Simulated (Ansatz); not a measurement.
Geometry optimisation, RKS PBE-D4/def2-SVP in Ansatz 0.2.0.

The input (input.yaml):

```yaml
crystal:
  periodic: [false, false, false]
  atoms:
    - { symbol: C, position_ang: [-0.6182, -0.632, 0.9931] }
    - { symbol: Si, position_ang: [0.1239, -0.0074, -0.6058] }
    - { symbol: "N", position_ang: [1.8389, 0.2888, -0.3462] }
    - { symbol: F, position_ang: [0.008, -1.1722, -1.7989] }
    - { symbol: Se, position_ang: [-0.8674, 1.9233, -1.3009] }
    - { symbol: H, position_ang: [-1.7478, -0.7509, 0.8073] }
    - { symbol: H, position_ang: [-0.1562, -1.5265, 1.3167] }
    - { symbol: H, position_ang: [-0.5024, 0.2062, 1.7572] }
    - { symbol: H, position_ang: [2.2793, -0.59, 0.0679] }
    - { symbol: H, position_ang: [1.9464, 0.9843, 0.4668] }
    - { symbol: H, position_ang: [0.02321, 1.94054, -2.5598] }
basis:
  gaussian: { orbitals: def2-SVP }
hamiltonian:
  xc: pbe
  dispersion: d4
relax:
  f_tol: 0.015
  max_steps: 40
```

Command:

```bash
$ ansatz run input.yaml --threads 2 --pin off --max-ram 3072MiB --backend cpu --events-out ev --progress --plain --runs-dir out
```

Q: Where does it end, and by what steps?

A: The run converged. After 11 steps the energy has fallen by 0.412 eV; H10 moved furthest, 0.53 Å.

```tsv
step	energy less start (eV)	largest force component (eV/Å)	accepted
0	0.0000	2.528	yes
1	-0.2929	1.018	yes
2	-0.3560	0.443	yes
3	-0.3828	0.347	yes
4	-0.3983	0.816	yes
5	-0.3892	0.621	no
6	-0.4107	0.047	yes
7	-0.4114	0.071	yes
8	-0.4123	0.044	yes
9	-0.4123	0.047	yes
10	-0.4104	0.278	no
11	-0.4124	0.003	yes
```

```xyz
11
Properties=species:S:1:pos:R:3
C -0.799 -0.622 1.005
Si 0.162 -0.056 -0.501
N 1.848 0.279 -0.353
F 0.074 -1.300 -1.575
Se -0.855 1.852 -1.263
H -1.860 -0.817 0.748
H -0.364 -1.563 1.400
H -0.766 0.139 1.810
H 2.524 -0.472 -0.201
H 2.169 1.174 0.019
H 0.197 2.049 -2.292
```

The run took 34 s on 2 threads of Arm Neoverse V2 (shared host), peak memory 0.19 GiB.
